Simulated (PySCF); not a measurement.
H6NSi2, SMILES [SiH2]N[SiH3], multiplicity 2. Atoms are numbered in the order given.

```xyz
9

Si     1.5353     0.0034    -0.5592
N      0.1884     0.2473     0.5294
Si    -1.5116    -0.0496     0.2477
H      1.2031    -1.1705    -1.4292
H      2.7690    -0.2760     0.2504
H      0.4023     0.8172     1.3481
H     -2.1474    -0.5916     1.4868
H     -1.6086    -1.0440    -0.8580
H     -2.2699     1.1806    -0.1436
```
Charge 0, spin multiplicity 2.

Geometry: r2SCAN-D4/def2-SVP. The isomer is the one that the SMILES or the coordinates give; other isomers of the formula were not compared.

These are PBE/def2-TZVPD (PySCF) values and carry that method's errors.

The molecule is in vacuum.

**Question.** Estimate the frontier levels, dipole moment and polarisability. (Estimate from the structure and the level; the computed values follow.)

**Answer.** 
* **α spin, highest occupied and lowest empty level**: -4.47 and -1.19 eV
* **β spin, highest occupied and lowest empty level**: -6.84 and -2.92 eV
* **dipole moment**: 0.223 e·Å
* **quadrupole, principal values (traceless, Buckingham form, about the centre of nuclear charge)**: -2.74, -1.48, 4.23 D·Å
* **mean static polarisability**: 73.4 bohr³ (10.87 Å³)
* **polarisability, principal values**: 64.6, 65.8, 89.8 bohr³
* **⟨S²⟩**: 0.752 (pure state 0.75)
